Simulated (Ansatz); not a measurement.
Geometry optimisation, Ansatz, RKS PBE0/6-31G*.

The input (input.yaml):

```yaml
crystal:
  periodic: [false, false, false]
  atoms:
    - { symbol: Mg, position_ang: [-1.318394, -0.110282, -1.504761] }
    - { symbol: F, position_ang: [-1.79936, -1.905052, 1.183037] }
    - { symbol: Cl, position_ang: [-2.848285, 0.115965, -3.047798] }
    - { symbol: H, position_ang: [-0.932208, -1.600362, 1.187938] }
    - { symbol: O, position_ang: [0.203468, -0.240829, -0.216091] }
    - { symbol: Si, position_ang: [1.376978, 0.700471, 0.427442] }
    - { symbol: H, position_ang: [0.924324, 2.114775, 0.640858] }
    - { symbol: H, position_ang: [1.793023, 0.167407, 1.762574] }
    - { symbol: H, position_ang: [2.600454, 0.758008, -0.433098] }
basis:
  gaussian: { orbitals: "6-31G*" }
hamiltonian:
  xc: pbe0
relax:
  f_tol: 0.03
  max_steps: 50
```

Command:

```bash
$ ansatz run input.yaml --threads 2 --pin off --max-ram 3072MiB --backend cpu --events-out ev --progress --plain --runs-dir out
```

Problem. Where does it end, and by what steps?

Solution. The run converged. The force dipped under the threshold on the way, but the program's further checks kept it going. After 33 steps the energy has fallen by 1.569 eV; H4 moved furthest, 1.08 Å. Parted: F2–H4 (0.92 → 1.78 Å). Joined: Mg1–F2 (3.27 → 1.79 Å), H4–O5 (2.26 → 0.99 Å).

```json
{"step": "0", "energy less start (eV)": "0.0000", "largest force component (eV/Å)": "1.763", "accepted": "yes"}
{"step": "2", "energy less start (eV)": "-0.6921", "largest force component (eV/Å)": "0.609", "accepted": "yes"}
{"step": "4", "energy less start (eV)": "-0.9898", "largest force component (eV/Å)": "1.937", "accepted": "no"}
{"step": "6", "energy less start (eV)": "-1.1698", "largest force component (eV/Å)": "0.579", "accepted": "yes"}
{"step": "8", "energy less start (eV)": "-1.2770", "largest force component (eV/Å)": "1.248", "accepted": "yes"}
{"step": "10", "energy less start (eV)": "-1.4509", "largest force component (eV/Å)": "0.907", "accepted": "no"}
{"step": "12", "energy less start (eV)": "-1.5394", "largest force component (eV/Å)": "0.446", "accepted": "yes"}
{"step": "14", "energy less start (eV)": "-1.5500", "largest force component (eV/Å)": "0.095", "accepted": "yes"}
{"step": "16", "energy less start (eV)": "-1.5523", "largest force component (eV/Å)": "0.043", "accepted": "yes"}
{"step": "18", "energy less start (eV)": "-1.5532", "largest force component (eV/Å)": "0.023", "accepted": "yes"}
{"step": "20", "energy less start (eV)": "-1.5540", "largest force component (eV/Å)": "0.053", "accepted": "yes"}
{"step": "22", "energy less start (eV)": "-1.5551", "largest force component (eV/Å)": "0.125", "accepted": "yes"}
{"step": "24", "energy less start (eV)": "-1.5577", "largest force component (eV/Å)": "0.099", "accepted": "yes"}
{"step": "26", "energy less start (eV)": "-1.5625", "largest force component (eV/Å)": "0.148", "accepted": "yes"}
{"step": "28", "energy less start (eV)": "-1.5657", "largest force component (eV/Å)": "0.027", "accepted": "yes"}
{"step": "30", "energy less start (eV)": "-1.5675", "largest force component (eV/Å)": "0.059", "accepted": "yes"}
{"step": "32", "energy less start (eV)": "-1.5686", "largest force component (eV/Å)": "0.008", "accepted": "yes"}
{"step": "33", "energy less start (eV)": "-1.5690", "largest force component (eV/Å)": "0.018", "accepted": "yes"}
```

```xyz
9
Properties=species:S:1:pos:R:3
Mg -1.679 -0.788 -0.941
F -2.179 -1.404 0.662
Cl -1.945 -0.434 -3.105
H -0.608 -0.607 0.928
O -0.091 -0.180 0.198
Si 1.334 0.678 0.512
H 1.034 1.852 1.372
H 2.307 -0.215 1.192
H 1.827 1.098 -0.819
```

Whether the end is a true minimum wasn't checked by a vibrational analysis.

Run time: 2.7 min on 2 threads of Intel(R) Xeon(R) Platinum 8259CL CPU @ 2.50GHz (Skylake/Cascade Lake), on a shared host, peak memory 0.22 GiB.
